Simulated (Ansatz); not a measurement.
A run on `O=C=[N][Ge]([F])([Cl])[Cl]` with other settings.

```yaml
crystal:
  periodic: [false, false, false]
  atoms:
    - {symbol: O, position_ang: [-2.260434, 1.297316, 1.380033]}
    - {symbol: C, position_ang: [-1.598896, 0.608669, 0.725544]}
    - {symbol: N, position_ang: [-0.983129, -0.152316, 0.018758]}
    - {symbol: Ge, position_ang: [0.731597, -0.411500, -0.436554]}
    - {symbol: F, position_ang: [0.727100, -1.732471, -1.516743]}
    - {symbol: Cl, position_ang: [1.912191, -0.933923, 1.229697]}
    - {symbol: Cl, position_ang: [1.532770, 1.256226, -1.446534]}
basis:
  gaussian: {orbitals: cc-pVDZ, fitting: {mean_field: def2-universal-jkfit}}
hamiltonian: {xc: {name: LC-wPBE}}
scf: {lower_state_search: off}
```

```sh
$ ansatz run in.yaml --threads 2 --pin off --events-out ev --progress --plain --max-ram 32768MiB --backend cpu
```

Shortened log:

```
Functional definition: LC-wPBE
828 factors; integrals over basis functions are off by at most 1.8e-1 eV
828 factors; integrals over basis functions are off by at most 7.7e-7 eV
mean field evaluation 1: about -88833.1923 eV, gradient 5.5e1 eV
mean field evaluation 2: about -88833.0366 eV, gradient 6.0e1 eV
mean field evaluation 4: about -88838.8080 eV, gradient 2.8e0 eV
mean field evaluation 8: about -88838.8330 eV, gradient 7.8e-2 eV
mean field evaluation 16: about -88838.8330 eV, gradient 2.5e-5 eV
mean field -88838.83303731 eV, -3264.7668969974 hartree, gradient 4.6e-6 eV, S^2 0.000000; 0 other end points of the search recorded, 0 dependent functions left out
reference -88838.83303732 eV, -3264.7668969976 hartree; 48, 48 occupied and 71, 71 virtual orbitals, 828 factors
Total energy: -88838.83303732 eV, -3264.7668969976 hartree
Checks for a lower state left out: stability, starts, cluster_reference, orbital_swaps, neighbouring_geometries, increment
```

Run time 1.4 s (2 threads of an AMD EPYC 7R13 on a shared host); peak host memory 0.58 GiB.
